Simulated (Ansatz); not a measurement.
C4H6F4 (`FCCC(F)(F)CF`), 14 atoms. The species carries charge 0 and has multiplicity 1. Hardware: A = 2 threads of an AMD EPYC 7R13 on a shared host; B = 2 threads of an AMD EPYC 7R13 on a shared host and a share of an NVIDIA H100 80 GB. Correlated methods freeze the cores. Open-shell runs search over several starts.

(1) How many basis functions does each run have, and how long does it take in Ansatz? RKS BHLYP-D4/def2-TZVPP energy [B]; RHF-CCSD(T)/def2-SVP energy [B]; UKS PBE0-D4/def2-TZVPP energy of the cation [B]; RHF-MP2/def2-QZVPP energy [B]; UKS B3LYP-D4/def2-TZVPP energy of the cation [B]; UKS PBE-D4/def2-TZVPP energy of the cation [B]; RKS PBE-QIDH (frozen core)/def2-TZVPP energy [B]; RKS PBE0-D4/def2-SVP energy [A]; RKS r2SCAN0-D4/def2-TZVPP energy [B]; RKS PBE0-D4/def2-QZVPP energy [B]; RHF-CCSD(T)/def2-TZVPP energy [B]; RKS PBE0-D4/def2-TZVPP energy [B]. (An estimate is asked.)

Results:

(1) Computed: Other jobs shared the machine, so times are rough.

```tsv
level	job	functions	wall time	peak host memory (GiB)
RKS PBE0-D4/def2-SVP	energy [A]	142	2.7 s	0.43
RKS PBE0-D4/def2-TZVPP	energy [B]	332	9.5 s	0.86
RKS PBE-QIDH (frozen core)/def2-TZVPP	energy [B]	332	13 s	1.5
RKS BHLYP-D4/def2-TZVPP	energy [B]	332	14 s	0.87
RKS r2SCAN0-D4/def2-TZVPP	energy [B]	332	15 s	0.89
RHF-CCSD(T)/def2-SVP	energy [B]	142	16 s	0.79
RHF-MP2/def2-QZVPP	energy [B]	636	20 s	1.2
RKS PBE0-D4/def2-QZVPP	energy [B]	636	20 s	1.2
UKS PBE0-D4/def2-TZVPP	energy of the cation [B]	332	20 s	0.93
UKS B3LYP-D4/def2-TZVPP	energy of the cation [B]	332	22 s	0.93
UKS PBE-D4/def2-TZVPP	energy of the cation [B]	332	26 s	0.93
RHF-CCSD(T)/def2-TZVPP	energy [B]	332	29 s	0.85
```

B3LYP here is the variant with VWN-RPA as its local correlation; programs differ in this.
